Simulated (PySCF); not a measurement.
Gas-phase reaction: 5 SF2 + 3 H → 3 SH + 2 SF5

Energies from PySCF, thermal terms from the rigid-rotor harmonic-oscillator model, ideal gas at 1 bar. 'Table' is the NASA 1993 thermochemical table (part measured, part estimated). After a fit of one offset per element over all species, the range-separated, M06-2X, PBE0/def2-QZVP and CCSD(T)/def2-TZVPP enthalpies, where run, lie to one side of the table for SF5 (+45 kJ/mol): a fault of the table's entry, another state or a shared error of the levels is possible; this was not checked at source. 6-31G* has spherical d functions here. Open shells (unrestricted): H (multiplicity 2), SH (multiplicity 2), SF5 (multiplicity 2); the rest are closed-shell singlets. Spin-orbit splitting is ignored; it lowers the true energy and changes the entropy of SH. The table's entry may be an old estimate for SF2, SH, SF5 (not checked at source).

HF/6-31G* gives ΔH°(298 K) = -414.8 kJ.

Q: What does PBE0/def2-TZVP give, and where does the table lie?

A: PBE0/def2-TZVP: -522.9 kJ. Table: -569.7 kJ.
